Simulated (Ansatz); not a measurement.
A made-up structure of CH₄OZn, singlet:

```csv
atom,x (Å),y (Å),z (Å)
O1,-1.2416,-0.0449,-0.6351
C2,-0.1439,0.4406,0.1396
Zn3,1.2205,-0.9742,0.1376
H4,-1.9278,0.6273,-0.6537
H5,-1.2234,-1.0073,-0.7545
H6,0.2633,1.3690,-0.2853
H7,2.2847,-2.0921,0.1292
```

It is relaxed with PBE-D4/def2-SVP and then PBE0-D4/def2-TZVP (Ansatz 0.2.0). Atoms count as bonded within 1.22 times the sum of their covalent radii (H–H: 0.88 Å). The end point is not checked to be a true minimum.

(1) Does its bonding change? (Judge from chemistry; the calculation decides.)

Answers

(1) By the calculation: Yes. Formed: C2–H4; broken: O1–H4.

Where it ends: The first stage lowers the energy by 4.62 eV in 23 steps. It ends as CH₄OZn ([OH][CH2][ZnH]):
O1  (-1.141, -0.018, -1.351)
C2  (-0.370, 0.319, -0.191)
Zn3  (1.099, -0.958, 0.149)
H4  (-1.020, 0.475, 0.680)
H5  (-1.643, -0.812, -1.160)
H6  (0.070, 1.297, -0.407)
H7  (2.238, -1.984, 0.357)
(Å)

Labels in which every atom is bracketed show which atoms are joined, not bond orders.

For scale, one of the runs: PBE0-D4/def2-TZVP relaxation, 134 basis functions, launched by `ansatz run in.yaml --threads 2 --pin off --events-out ev --progress --plain --max-ram 4352MiB`. Hardware: 2 CPU threads of an Arm Neoverse V2, shared host. Wall time about 19 s.
